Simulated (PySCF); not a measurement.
Electron correlation in O(2+) (oxygen, charge +2)

[He] 2s2 2p2, high-spin 3P determinant. Calculation: PySCF 2.14, in aug-cc-pwCVDZ (5s4p2d, 27 functions); no relativity, point nucleus. Frozen: nothing; 6 electrons correlated.

```csv
level,correlation energy (mhartree)
CCSD,-112.75
(T),-0.87
CCSD(T),-113.62
CCSDT,-113.78
```

Diagnostics: T1 = 0.0039, D1 = 0.0097, largest double amplitude 0.122.

Q: Is a single reference adequate?

A: Mostly. T1 lies below 0.03, but a double amplitude of this size points to a near-degeneracy that CCSD handles and MP2 describes poorly.
